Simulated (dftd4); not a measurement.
P2, triplet, geometry from GFN2-xTB (a higher spin typed on purpose: for a closed-shell molecule this is an excited state); D4 for hf (dftd4).

Input for dftd4:
```
$ dftd4 mol.xyz --func hf --charge 0 --json dftd4.json --noedisp

# file mol.xyz
2

P     -0.00000000    -0.00000000    -1.02175380
P      0.00000000     0.00000000     1.02175380
```

Problem. What does dftd4 print? Leave out banner, timings and long lists.

Solution. 
```
                    ____  _____ _____     ____  _  _
      -------------|  _ \|  ___|_   _|---|  _ \| || |------------
     |             | | | | |_    | | ___ | | | | || |_           |
     |             | |_| |  _|   | ||___|| |_| |__   _|          |
     |             |____/|_|     |_|     |____/   |_|            |
     |             ===================================           |
     |            E. Caldeweyher, S. Ehlert & S. Grimme          |
     |          Mulliken Center for Theoretical Chemistry        |
     |                    University of Bonn                     |
      -----------------------------------------------------------

Rational (Becke-Johnson) damping: hf-D4-ATM
---------------------
  s6         1.0000
  s8         1.6168
  s9         1.0000
  a1         0.4496
  a2         3.3574
 alp        16.0000
--------------------

Dispersion energy:      -6.1299258154438E-03 Eh

[Info] JSON dump of results written to 'dftd4.json'
```
